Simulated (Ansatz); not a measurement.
Reaction (ligand exchange at the In–S bond): `[OH][InH][SH]` + `CNC` → `C[N](C)[InH][OH]` + H₂S

Program: Ansatz. Geometries: PBE0-D4/def2-TZVP. ΔE: electronic, gas phase. CCSD(T)/CBS adds triple-zeta CCSD(T) − MP2 to the extrapolated MP2 energy (def2 sets, frozen cores). This one scheme is used for every species. Functionals use def2-TZVPP. B3LYP here is the variant with VWN-RPA as its local correlation; programs differ in this. def2 core potentials past Kr. For In outer-core shells are correlated without core-valence functions, which leaves a few kJ/mol of doubt a bond. Each species was taken in one conformer, which may not be the lowest.

```json
{"level": "PBE0-D4", "ΔE (kJ/mol)": "91.2", "difference from CCSD(T)/CBS": "13.4"}
{"level": "B3LYP-D4", "ΔE (kJ/mol)": "84.4", "difference from CCSD(T)/CBS": "6.6"}
{"level": "PBE", "ΔE (kJ/mol)": "89.9", "difference from CCSD(T)/CBS": "12.1"}
{"level": "HF/def2-TZVPP", "ΔE (kJ/mol)": "105.2", "difference from CCSD(T)/CBS": "27.4"}
{"level": "MP2/def2-TZVPP", "ΔE (kJ/mol)": "77.1", "difference from CCSD(T)/CBS": "-0.7"}
{"level": "SCS-MP2/def2-TZVPP", "ΔE (kJ/mol)": "78.3", "difference from CCSD(T)/CBS": "0.5"}
{"level": "CCSD/def2-TZVPP", "ΔE (kJ/mol)": "81.3", "difference from CCSD(T)/CBS": "3.5"}
{"level": "CCSD(T)/def2-TZVPP", "ΔE (kJ/mol)": "78.1", "difference from CCSD(T)/CBS": "0.3"}
{"level": "MP2/def2-QZVPP", "ΔE (kJ/mol)": "76.5", "difference from CCSD(T)/CBS": "-1.3"}
{"level": "SCS-MP2/def2-QZVPP", "ΔE (kJ/mol)": "77.9", "difference from CCSD(T)/CBS": "0.1"}
{"level": "CCSD(T)/CBS", "ΔE (kJ/mol)": "77.8", "difference from CCSD(T)/CBS": "0"}
```

Largest T1 diagnostic among the species: 0.016.

In def2-TZVPP, CCSD(T) changes the Hartree–Fock value by −27.1 kJ/mol (the triples alone add −3.2 kJ/mol) and MP2 by −28.1 kJ/mol. The D4 term adds −6.9 kJ/mol with B3LYP and −3.9 kJ/mol with PBE0; it sums over pairs of atoms, weighted by their polarisabilities, and B3LYP, whose exchange is more repulsive, gets the larger term.
